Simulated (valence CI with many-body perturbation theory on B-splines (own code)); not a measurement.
**Run record, Sn36+**

Computed by relativistic CI+MBPT: four valence electrons over a frozen Dirac-Fock core [Ne], a basis of 6 s, 6 p, 5 d, 3 f, 1 g functions for each j, with the one-electron correlation potential Σ1 (screened to all orders), the two-electron term Σ2, the three-electron term Σ3, Breit, model QED; selected single and double excitations, second order for the rest, scaled by the run's own slope (own B-spline code, finite nucleus).

Command, and the settings that its task file holds:

```sh
python run_cv.py task.json out
```

```
atom Sn  Z=50  mass_number=120  rms_radius_fm=4.6519
core [Ne]
valence 3s2 3p2
avg = 1
basis = S
breit = 1
cap = 10000
capref = 1200
cscale = 1
de = 0.0
dress = 0
eps = 2e-08
extrap = 1
h = 0.27
hh = 1
l2 = 3
lcore = 6
maxit = 60
n2 = 1
natural = 1
nlev = 20
nno = [3, 3, 3, 2, 1]
nroot = 26
nsp = [3, 3, 2, 1, 0]
pt2 = 1
qed = 1
rpa = 1
s1 = 1
s2 = 1
s3 = 1
screen = 1
tol = 2e-05
whole = 1
```

It took 17 s on 1 thread of Arm Neoverse N1 (shared host).

Log. The first blocks belong to the next ion, which gives the ionisation energy. Fields: 2J, parity (1 odd), roots, reference size, generating configurations, candidates as configurations/state functions, variational space P, stored matrix elements, Davidson steps; e2 is the range of second-order energies in hartree. The first line gives the box (bohr), its intervals, the orbitals and the steps of their self-consistent field. Window is the range of levels sought, series limit the energy at which the first omitted orbital would enter, core excitation an estimate of the first excitation out of the core, left out the lowest levels not solved, and shifts from estimates the range by which levels moved from their first estimate, all in cm⁻¹.

```
rmax 2.3 intervals 56 orbitals 36 references ['3s2 3p2', '3s 3p3', '3s2 3p 3d', '3p4', '3s 3p2 3d'] scf 4 t 1.2
2J=1 par=1 roots 2 ref 37 generators 6 cand 679/959 P 709/996 nnz 0 it 0
2J=1 par=1 roots 2 ref 37 generators 8 cand 365/608 P 1074/1604 nnz 0 it 5
   second order: generators 14 cand 919/1345 e2 -0.00000 -0.00000
reference levels 484, estimated 58, window 2067689 1/cm; series limit 13415865, core excitation 28560870
2J=0 par=0 roots 3 ref 24 generators 12 cand 441/846 P 2166/3413 nnz 9.8e+05 it 3
2J=0 par=0 roots 3 ref 24 generators 14 cand 476/925 P 2642/4338 nnz 1.5e+06 it 4
   second order: generators 20 cand 2300/4727 e2 -0.00001 -0.00000
2J=2 par=0 roots 2 ref 41 generators 8 cand 353/1002 P 1165/3524 nnz 1.5e+06 it 4
2J=2 par=0 roots 2 ref 41 generators 11 cand 1461/6096 P 2626/9620 nnz 8.5e+06 it 6
   second order: generators 15 cand 1998/8840 e2 -0.00003 -0.00001
2J=4 par=0 roots 3 ref 62 generators 11 cand 333/1003 P 1094/3550 nnz 1.6e+06 it 4
2J=4 par=0 roots 3 ref 62 generators 18 cand 1317/6379 P 2411/9929 nnz 9.2e+06 it 7
   second order: generators 24 cand 3189/21669 e2 -0.00019 -0.00003
2J=4 par=1 roots 8 ref 65 generators 19 cand 237/1004 P 1058/3554 nnz 1.5e+06 it 6
2J=4 par=1 roots 8 ref 65 generators 21 cand 1335/6422 P 2393/9976 nnz 9.2e+06 it 8
   second order: generators 32 cand 3116/19515 e2 -0.00013 -0.00003
2J=2 par=1 roots 6 ref 53 generators 17 cand 285/1014 P 1244/3560 nnz 1.4e+06 it 5
2J=2 par=1 roots 6 ref 53 generators 19 cand 1617/6439 P 2861/9999 nnz 8.3e+06 it 7
   second order: generators 31 cand 3628/18902 e2 -0.00003 -0.00001
2J=6 par=1 roots 4 ref 57 generators 14 cand 204/1003 P 1037/3527 nnz 1.5e+06 it 5
2J=6 par=1 roots 4 ref 57 generators 18 cand 1313/6417 P 2350/9944 nnz 9.3e+06 it 9
   second order: generators 28 cand 3959/29129 e2 -0.00010 -0.00004
2J=0 par=1 roots 2 ref 20 generators 8 cand 449/765 P 2109/3281 nnz 9.4e+05 it 4
2J=0 par=1 roots 2 ref 20 generators 11 cand 474/859 P 2583/4140 nnz 1.4e+06 it 5
   second order: generators 15 cand 1701/3412 e2 -0.00001 -0.00000
2J=8 par=1 roots 1 ref 38 generators 5 cand 361/1575 P 1349/5190 nnz 3.2e+06 it 4
2J=8 par=1 roots 1 ref 38 generators 8 cand 665/2711 P 2014/7901 nnz 6.3e+06 it 5
   second order: generators 12 cand 2535/17403 e2 -0.00004 -0.00004
left out: unestimated 3008403, estimated 2362493, shifts from estimates -7 to 35
operators 0.8
```

The Davidson iterations converged.

No measured spectrum was set against this ion. As an estimate, large intervals hold to a few tenths of a per cent, small ones and those within an open d or f shell to about a per cent.

```yaml
Valence_energy: -382.6104 hartree
Ionisation_energy: "2440.8 eV (NIST: 2443 ± 5 eV (semi-empirical))"
Reference_configurations_for_the_orbitals: 3s2 3p2, 3s 3p3, 3s2 3p 3d, 3p4, 3s 3p2 3d
Radial_orbitals: 36
Box_radius: 2.278 bohr
Largest_variational_space: 9999
Lowest_levels: (3s^2 3p1/2^2) J=0 0, (3s^2 3p1/2 3p3/2) J=1 403480, (3s^2 3p1/2 3p3/2) J=2 449980, (3s^2 3p3/2^2) J=2 887110, (3s^2 3p3/2^2) J=0 990100, (3s 3p1/2^2 3p3/2) J=2 1129100, (3s 3p1/2^2 3p3/2) J=1 1275400, (3s^2 3p1/2 3d3/2) J=2 1471100, (3s 3p1/2 3p3/2^2) J=2 [a] 1484500, (3s 3p1/2 3p3/2^2) J=3 1560900, (3s^2 3p1/2 3d3/2) J=1 1655700, (3s 3p1/2 3p3/2^2) J=0 1677600, (3s^2 3p1/2 3d5/2) J=2 1696500, (3s^2 3p1/2 3d5/2) J=3 1702200 cm⁻¹
```

Levels are named by their leading jj configuration (3d3/2^4 stands for four electrons in 3d with j = 3/2), which in mixed levels can hold well under half, so a name can repeat and another be missing. Letters in brackets count levels of one name in rising energy.
